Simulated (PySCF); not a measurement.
Z-matrix (Å, degrees):
```
Zr
F 1 1.8851
H 1 1.8593 2 107.81
H 1 1.8595 3 111.01 2 118.02
H 1 1.8596 3 111.00 2 -118.06
```
Charge 0, multiplicity 1.

Question: Predict the HOMO, LUMO and charge on the central atom (Mulliken) from TPSSh-D3(BJ)/def2-TZVP // BP86-D3(BJ)/def2-SVP in PySCF.

Answer: 
- HOMO = -8.01 eV
- LUMO = -2.77 eV
- charge on the central atom (Mulliken) = 1.00 e
